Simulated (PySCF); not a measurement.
## Excitation energy of B by level of theory

B [He] 2s2 2p1 (2P) → B [He] 2s1 2p1 3s1 (4P), as a difference of total energies. All numbers are calculated (PySCF 2.14, scalar relativity by spin-free X2C-1e, in aug-cc-pCVQZ-DK (9s8p6d4f2g, 109 functions)). Correlated levels: valence: 1s2 frozen; valence and next inner shell: nothing frozen. The calculations carry no spin-orbit coupling.

| method | excitation energy (cm⁻¹) |
| --- | --- |
| UHF | 64825 |
| LDA | 74648 |
| PBE | 73928 |
| PBE0 | 73780 |
| r2SCAN | 73118 |
| wB97X-V | 76680 |
| LC-wPBE | 75367 |
| BLYP | 76265 |
| MP2 (valence) | 73894 |
| SCS-MP2 (valence) | 76238 |
| MP2 (valence and next inner shell) | 74090 |
| SCS-MP2 (valence and next inner shell) | 76403 |

The upper state lies above the first ionisation limit, but in LS coupling its spin forbids autoionisation to the ground ion. A Rydberg-like electron needs more diffuse functions than a valence basis has.

The promoted electron is Rydberg-like, and one or two diffuse shells describe it only roughly, which tends to raise the upper state.
